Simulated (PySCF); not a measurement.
Ionisation energy of Xe(52+) by level of theory

Xe(52+) 1s2 (1S) → Xe(53+) 1s1 (2S), as a difference of total energies. All numbers are calculated (PySCF 2.14, the spin-free X2C one-electron Hamiltonian (Gaussian nucleus), in an even-tempered Gaussian basis (17 s from 110 bohr⁻², ratio 2.2; 7 p from 170 bohr⁻², ratio 2.4; 4 d from 520 bohr⁻², ratio 2.4; 3 f from 780 bohr⁻², ratio 2.4; 3 g from 1200 bohr⁻², ratio 2.4)). Correlated levels: nothing frozen; virtual orbitals above 40 to 60 times the deepest correlated orbital energy dropped. The calculations carry no spin-orbit coupling.

```json
{"method": "UHF", "ionisation energy (eV)": "40341.7", "difference from reference (eV)": "+70.0"}
{"method": "LDA", "ionisation energy (eV)": "40280.3", "difference from reference (eV)": "+8.6"}
{"method": "PBE", "ionisation energy (eV)": "40338.9", "difference from reference (eV)": "+67.2"}
{"method": "PBE0", "ionisation energy (eV)": "40339.9", "difference from reference (eV)": "+68.2"}
{"method": "r2SCAN", "ionisation energy (eV)": "40345.9", "difference from reference (eV)": "+74.2"}
{"method": "BP86", "ionisation energy (eV)": "40349.4", "difference from reference (eV)": "+77.7"}
{"method": "M06", "ionisation energy (eV)": "40352.1", "difference from reference (eV)": "+80.4"}
{"method": "MP2 (all electrons)", "ionisation energy (eV)": "40343.3", "difference from reference (eV)": "+71.6"}
{"method": "SCS-MP2 (all electrons)", "ionisation energy (eV)": "40343.6", "difference from reference (eV)": "+71.9"}
```

Reference: 40271.7 eV (theoretical estimate listed by NIST; NIST Atomic Spectra Database, ionization energies).

For this ion Breit and QED terms and the two-electron picture change, all absent here, outweigh the differences among the correlated methods.
